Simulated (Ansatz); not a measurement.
Input for Ansatz (an electronic-structure program): U-PBE/def2-TZVPP on CH3Si (SMILES C[Si]), 2S+1 = 2, atoms moved off the minimum.

Ansatz 0.2 input:
```yaml
crystal:
  periodic: [false, false, false]
  atoms:
    - {symbol: C, position_ang: [-1.07581197, 0.12803817, 0.04853792]}
    - {symbol: Si, position_ang: [0.77344775, -0.02283995, -0.11163017]}
    - {symbol: H, position_ang: [-1.46075916, -0.45945798, -0.92351975]}
    - {symbol: H, position_ang: [-1.41882971, 1.07209829, -0.14709560]}
    - {symbol: H, position_ang: [-1.65733276, -0.50099641, 0.91785274]}
basis:
  gaussian:
    orbitals: def2-TZVPP
hamiltonian:
  xc: {name: PBE}
magnetization: {spin_polarized: true, initial_magnetization: 1}
output: {forces: true}
```

Output:

```
WARN ansatz: RAYON_NUM_THREADS=1 ignored (pool sized by the plan → 1); use --threads N
Functional definition: PBE
integrals: 0.03 GiB planned
645 factors; their error is unknown
mean field: 0.33 GiB planned
mean field evaluation 1: about -8946.1384 eV, gradient 4.5e1 eV
mean field evaluation 2: about -8917.0156 eV, gradient 7.4e1 eV
mean field evaluation 4: about -8955.4785 eV, gradient 4.5e0 eV
mean field evaluation 8: about -8955.6155 eV, gradient 1.5e-1 eV
mean field evaluation 16: about -8955.5918 eV, gradient 5.0e-3 eV
mean field evaluation 32: about -8955.5812 eV, gradient 8.8e-1 eV
mean field -8955.59179818 eV, -329.1119282648 hartree, gradient 8.3e-6 eV, S^2 0.755795; 5 other end points of the search recorded, 0 dependent functions left out
the calculation of the forces begins
reference -8955.59183171 eV, -329.1119294971 hartree; 12, 11 occupied and 103, 104 virtual orbitals, 645 factors
Total energy: -8955.59183171 eV, -329.1119294971 hartree
Atom 0 at    -1.075812     0.128038     0.048538 Å, force    -1.194696    -5.070284     0.323151 eV/Å
Atom 1 at     0.773448    -0.022840    -0.111630 Å, force     0.438164    -0.185815    -0.016344 eV/Å
Atom 2 at    -1.460759    -0.459458    -0.923520 Å, force     0.855103     0.769336     1.410850 eV/Å
Atom 3 at    -1.418830     1.072098    -0.147096 Å, force    -1.323951     2.766197    -0.011181 eV/Å
Atom 4 at    -1.657333    -0.500996     0.917853 Å, force     1.225380     1.720566    -1.706477 eV/Å
Dipole moment:    -0.278903     0.017081    -0.000469 e Å
```

The calculation finished and met its thresholds.

Cost: around 6 core-seconds (rough).
